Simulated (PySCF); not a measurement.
C9H14Se.
Numbering: `[CH3:1][Se:2][C:3]1=[C:4]=[CH:5][CH2:6][CH2:7][CH2:8][CH2:9][CH2:10]1` (hydrogens: H11, H12, H13 on C1; H14 on C5; H15, H16 on C6; H17, H18 on C7; H19, H20 on C8; H21, H22 on C9; H23, H24 on C10)

Structure used (PBE0-D3(BJ)/def2-SVP), in Å, numbered top down from 1:
```xyz
24
C9H14Se angstrom
C      2.6603   -0.4941    1.2678
Se     2.0443    1.1506    0.4574
C      0.8656    0.3853   -0.8265
C      0.7144   -0.9070   -1.0006
C      0.1221   -2.0798   -1.0016
C     -1.1290   -2.2771   -0.1787
C     -1.7150   -0.9785    0.3733
C     -2.1824    0.0429   -0.6904
C     -1.4285    1.3781   -0.7732
C     -0.0785    1.3501   -1.5010
H      3.4231   -0.2240    2.0102
H      1.8274   -1.0143    1.7588
H      3.0998   -1.1430    0.4979
H      0.4706   -2.9099   -1.6285
H     -0.9347   -2.9834    0.6495
H     -1.8772   -2.7806   -0.8190
H     -2.5683   -1.2483    1.0159
H     -0.9781   -0.5052    1.0437
H     -2.1798   -0.4328   -1.6873
H     -3.2379    0.2870   -0.4897
H     -2.0707    2.1115   -1.2896
H     -1.2762    1.7723    0.2466
H     -0.2249    1.0372   -2.5469
H      0.3509    2.3656   -1.5298
```

Level of theory: PBE0-D3(BJ)/def2-SVP geometry optimisation, gas phase (PySCF).

Take the most abundant isotopes and a rigid rotor. The values belong to one conformer with, in the numbering `[CH3:1][Se:2][C:3]1=[C:4]=[CH:5][CH2:6][CH2:7][CH2:8][CH2:9][CH2:10]1`, C1–Se2–C3–C4 -3°, C4–C5–C6–C7 11°, C5–C6–C7–C8 62°, C6–C7–C8–C9 -115°, C7–C8–C9–C10 79°.

Task: What are A, B and C (MHz)?

Result: Ia = 334.90, Ib = 747.98, Ic = 919.84 u·Å²; 505379 MHz·u·Å²/I gives A = 1509, B = 675.7, C = 549.4 MHz.

Task: What kind of rotor is it?

Result: An asymmetric top: κ = (2 × 675.7 − 1509 − 549.4)/(1509 − 549.4) = -0.74.

Task: Is it planar, by Δ = Ic − Ia − Ib?

Result: Not planar: Δ = Ic − Ia − Ib = -163.04 u·Å². For a rigid frame Δ = −2 Σ m c², so Σ m c² = 81.52 u·Å² lies off the ab plane: 19.70 from hydrogen and 61.82 from heavier atoms. The atom farthest from that plane is 1.97 Å away.

Task: Give the other two planar moments, Paa and Pbb, and the rms extents of the mass along the axes.

Result: Paa = Σ m a² = (Ib + Ic − Ia)/2 = 666.45 and Pbb = Σ m b² = (Ia + Ic − Ib)/2 = 253.38 u·Å². With the mass M = 202.03 u, the rms extents √(P/M) along a, b and c are 1.82, 1.12, 0.64 Å.

Task: Where do the levels up to J = 5 lie, in cm⁻¹?

Result: Above 0(0,0):
J = 1: 1(0,1) 0.0409, 1(1,1) 0.0687, 1(1,0) 0.0729
J = 2: 2(0,2) 0.1222, 2(1,2) 0.1462, 2(1,1) 0.1588, 2(2,1) 0.2422, 2(2,0) 0.2427
J = 3: 3(0,3) 0.2430, 3(1,3) 0.2622, 3(1,2) 0.2874, 3(2,2) 0.3648, 3(2,1) 0.3670, 3(3,1) 0.5146, 3(3,0) 0.5146
J = 4: 4(0,4) 0.4023, 4(1,4) 0.4164, 4(1,3) 0.4583, 4(2,3) 0.5279, 4(2,2) 0.5343, 4(3,2) 0.6788, 4(3,1) 0.6791, 4(4,1) 0.8875, 4(4,0) 0.8875
J = 5: 5(0,5) 0.5989, 5(1,5) 0.6086, 5(1,4) 0.6709, 5(2,4) 0.7313, 5(2,3) 0.7453, 5(3,3) 0.8844, 5(3,2) 0.8852, 5(4,2) 1.0928, 5(4,1) 1.0928, 5(5,1) 1.3610, 5(5,0) 1.3610
Those of J = 1 are B + C, A + C and A + B.

Task: Which types of transition are allowed, and where do some lines up to J = 3 fall?

Result: The dipole components are |μa| = 1.01 D, |μb| = 0.63 D, |μc| = 0.61 D. The squared components, which scale the intensities, stand as 1.00 : 0.39 : 0.36 (a : b : c). Some lines, for components of 0.1 D or more:

```tsv
type	branch	J(Ka,Kc)	MHz	lower level (cm⁻¹)
c	R	1(1,0) ← 0(0,0)	2185	0.000
a	R	2(1,2) ← 1(1,1)	2324	0.069
a	R	2(0,2) ← 1(0,1)	2437	0.041
b	Q	2(2,1) ← 2(1,2)	2879	0.146
b	Q	3(2,2) ← 3(1,3)	3076	0.262
a	R	3(1,3) ← 2(1,2)	3478	0.146
c	R	3(1,2) ← 2(0,2)	4955	0.122
b	R	2(2,1) ← 1(1,0)	5077	0.073
c	R	2(2,0) ← 1(1,0)	5090	0.073
b	R	2(2,0) ← 1(1,1)	5216	0.069
c	R	3(3,1) ← 2(2,1)	8166	0.242
```

Task: Estimate the classical rotational partition function at 10 K, 50 K and 500 K.

Result: Point group C1, symmetry number σ = 1; q = (√π/σ)·√((kT/h)³/(ABC)), k/h = 20836.6 MHz/K: 7120 at 10 K, 79600 at 50 K, 2520000 at 500 K.

Stationary, but not proved a minimum. Zero-point vibration and centrifugal distortion are left out. A rigid rotor knows nothing of internal rotation, which can split or shift real lines.
